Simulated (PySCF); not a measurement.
C₄H₅BCl₂.
Geometry (PBE0-D3(BJ)/def2-SVP, Å), atoms numbered from 1 in this order:
```xyz
12
C4H5BCl2 angstrom
C     -1.599    0.191    0.897
C     -0.377   -0.618    0.872
C      0.333   -1.651    0.581
C      1.097   -0.533    1.287
B      2.054    0.386    0.503
Cl     3.422    1.155    1.290
Cl     1.789    0.715   -1.206
H     -2.440   -0.337    0.425
H     -1.873    0.447    1.933
H     -1.430    1.140    0.362
H      0.472   -2.634    0.144
H      1.330   -0.670    2.356
```

NICS = −σ at a ghost point: NICS(0) at the centroid of the ring atoms, NICS(1) 1 Å to either side along the normal of their mean plane, zz for the tensor component along that normal. Level: GIAO KT3/pcSseg-2 (PySCF, non-relativistic, gas phase) on the PBE0-D3(BJ)/def2-SVP geometry, one conformer.

Ring bond lengths (Å): C2–C3 1.286, C3–C4 1.527, C4–C2 1.533.

Question: Give the NICS values of each ring in ppm.

Answer: 
| ring | type | NICS(0) | NICS(1), two faces | NICS(1)zz, two faces | rms pucker (Å) | centre to ring atoms, mean (Å) |
| --- | --- | --- | --- | --- | --- | --- |
| C2–C3–C4 | 3-membered carbocycle; formal bonds 1 double, 2 single | -33.1 | -6.6 / -6.9 | -18.7 / -16.1 | 0.00 | 0.84 |

Question: What can be read from them?

Answer: 
- C2–C3–C4: mean NICS(1)zz -17.4 ppm, shielded. C4 has four or more neighbours, and the NICS criterion for π rings isn't applied. NICS(0) lies 26 ppm below the mean NICS(1).

Question: Give the inner angles of the rings.

Answer: 
- C2–C3–C4: C2 64.9°, C3 65.4°, C4 49.7°; sum 180.0° against 180° for a flat convex ring.

Question: What are the shieldings of the ring atoms and their hydrogens in the same run (means over atoms taken as equivalent)?

Answer: 
```csv
atoms,environment,σ isotropic (ppm),"principal values of the symmetric part, first atom (ppm)"
C2,fully substituted alkene carbon,66.4,"-57.3, 105.9, 150.5"
C3,alkene CH carbon,85.0,"-28.4, 129.7, 153.6"
C4,sp3 carbon bound to boron,154.1,"98.8, 131.5, 232.0"
H11,vinylic hydrogen,25.18,"22.6, 25.1, 27.9"
H12,methine hydrogen,29.62,"23.2, 29.1, 36.6"
```

Question: How do the values depend on the level or the medium?

Answer: 
```
                                 level  NICS(0), C2–C3–C4  mean NICS(1)zz, C2–C3–C4
                     KT3/pcSseg-2, gas              -33.1                     -17.4
                    PBE0/pcSseg-1, gas              -33.5                     -18.1
PBE0/pcSseg-1, IEF-PCM tetrahydrofuran              -33.9                     -18.3
```

The geometry is the same throughout; the continuum's cavity takes Bondi-type radii × 1.2.

On an Arm Neoverse V1 with one thread, shared host with 32 logical CPUs at a one-minute load of 21, this took 76 s wall and 1.1 GiB of memory at its peak. This is the whole shielding run at KT3/pcSseg-2, SCF included.
